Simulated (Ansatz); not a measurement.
A run on C2H7AlF3N, SMILES `C[NH+](C)[Al-]([F])([F])[F]` with other settings.

```yaml
crystal:
  periodic: [false, false, false]
  atoms:
    - {symbol: C, position_ang: [-0.222681, 0.126718, 1.459480]}
    - {symbol: N, position_ang: [-0.173387, -0.406540, 0.087067]}
    - {symbol: C, position_ang: [1.182272, -0.840844, -0.292214]}
    - {symbol: Al, position_ang: [-0.881210, 0.914121, -1.209859]}
    - {symbol: F, position_ang: [-0.784101, 0.062038, -2.629881]}
    - {symbol: F, position_ang: [-2.406173, 1.174739, -0.611099]}
    - {symbol: F, position_ang: [0.206938, 2.152998, -1.018441]}
    - {symbol: H, position_ang: [0.150909, -0.606775, 2.178448]}
    - {symbol: H, position_ang: [-1.249903, 0.396139, 1.702057]}
    - {symbol: H, position_ang: [0.394855, 1.023704, 1.505092]}
    - {symbol: H, position_ang: [-0.791378, -1.212870, 0.036802]}
    - {symbol: H, position_ang: [1.567377, -1.582658, 0.411989]}
    - {symbol: H, position_ang: [1.155670, -1.260078, -1.297271]}
    - {symbol: H, position_ang: [1.837610, 0.030106, -0.293169]}
basis:
  gaussian: {orbitals: "6-31++G**"}
hamiltonian: {xc: {name: r2SCAN50}, dispersion: d4}
```

```sh
$ ansatz run in.yaml --threads 4 --pin off --events-out ev --progress --plain --max-ram 11315MiB
```

Output, abridged:

```
Functional definition: r2SCAN50
1886 factors; their error is unknown
mean field evaluation 1: about -18416.5958 eV, gradient 6.7e1 eV
mean field evaluation 2: about -18417.9957 eV, gradient 6.5e1 eV
mean field evaluation 4: about -18424.5355 eV, gradient 1.6e0 eV
mean field evaluation 8: about -18424.5453 eV, gradient 8.6e-2 eV
mean field evaluation 16: about -18424.7147 eV, gradient 2.3e-5 eV
mean field -18424.71469121 eV, -677.0957761819 hartree, gradient 2.3e-5 eV, S^2 0.000000; 0 other end points of the search recorded, 0 dependent functions left out
reference -18424.71471673 eV, -677.0957771195 hartree; 33, 33 occupied and 146, 146 virtual orbitals, 1886 factors
Total energy: -18424.81267917 eV, -677.0993771729 hartree
```

Hardware: 4 threads of an Arm Neoverse V2 on a shared host. Wall time 6 s, peak host memory 0.49 GiB.
